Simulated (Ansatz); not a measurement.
C₄H₆Si (`C=C1C=C[SiH2]1`), relaxed with RKS PBE-D4/def2-SVP in the Gaussian-basis code of Ansatz from a rough embedded geometry. The force threshold is 0.03 eV/Å; the program also tests the step.

Total charge 0; spin multiplicity 1.

Start:

```xyz
11

C    -1.055    1.117    1.181
C    -0.264    0.368    0.325
C     0.762    0.752   -0.674
C     1.015   -0.426   -1.119
Si   -0.095   -1.443   -0.119
H    -0.885    2.159    1.249
H    -1.724    0.616    1.874
H     1.088    1.774   -0.863
H     1.794   -0.689   -1.927
H    -1.234   -1.986   -0.839
H     0.599   -2.242    0.912
```

```json
{"step": "1", "energy (eV)": "-12105.4819", "largest force (eV/Å)": "8.112", "largest move (Å)": "0.000"}
{"step": "2", "energy (eV)": "-12106.1639", "largest force (eV/Å)": "2.840", "largest move (Å)": "0.122"}
{"step": "3", "energy (eV)": "-12106.1891", "largest force (eV/Å)": "1.390", "largest move (Å)": "0.176"}
{"step": "4", "energy (eV)": "-12106.2442", "largest force (eV/Å)": "0.758", "largest move (Å)": "0.074"}
{"step": "5 (rejected)", "energy (eV)": "-12106.1239", "largest force (eV/Å)": "1.662", "largest move (Å)": "0.169"}
{"step": "6", "energy (eV)": "-12106.3282", "largest force (eV/Å)": "0.408", "largest move (Å)": "0.085"}
{"step": "7", "energy (eV)": "-12106.3400", "largest force (eV/Å)": "0.120", "largest move (Å)": "0.047"}
{"step": "8", "energy (eV)": "-12106.3428", "largest force (eV/Å)": "0.048", "largest move (Å)": "0.029"}
{"step": "9", "energy (eV)": "-12106.3430", "largest force (eV/Å)": "0.012", "largest move (Å)": "0.008"}
```

End:

```xyz
11

C    -1.025    1.160    1.218
C    -0.318    0.374    0.381
C     0.707    0.722   -0.626
C     1.115   -0.450   -1.212
Si   -0.067   -1.447   -0.134
H    -0.887    2.256    1.232
H    -1.767    0.744    1.918
H     1.065    1.748   -0.848
H     1.867   -0.567   -2.005
H    -1.217   -2.151   -0.806
H     0.527   -2.389    0.882
```

Hardware: 4 threads of an Arm Neoverse V1 on a shared host. Wall time 10 s, peak host memory 0.14 GiB.
